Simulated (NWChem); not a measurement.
Species: boron trifluoride (BF$_{3}$); SMILES B(F)(F)F

```xyz
4

F      1.2620    -0.3802     0.0000
B      0.0000     0.0000     0.0000
F     -0.9603    -0.9028     0.0000
F     -0.3017     1.2830     0.0000
```
Atoms are numbered in this order, from 1.

Geometry: optimised at B3LYP/6-31G* (spherical d). Not confirmed as a minimum by frequencies.

### Question
Give the principal values of the shielding tensors (ppm) of F1, B2 from BHandHLYP/pcSseg-1, GIAO (NWChem), with their diamagnetic and paramagnetic parts as GIAO splits them.

### Answer
| atom | σ11 | σ22 | σ33 | isotropic | diamagnetic | paramagnetic |
|---|---|---|---|---|---|---|
| F1 | 181.9 | 374.9 | 375.8 | 310.9 | 468.3 | -157.5 |
| B2 | 82.1 | 97.1 | 97.1 | 92.1 | 195.2 | -103.1 |
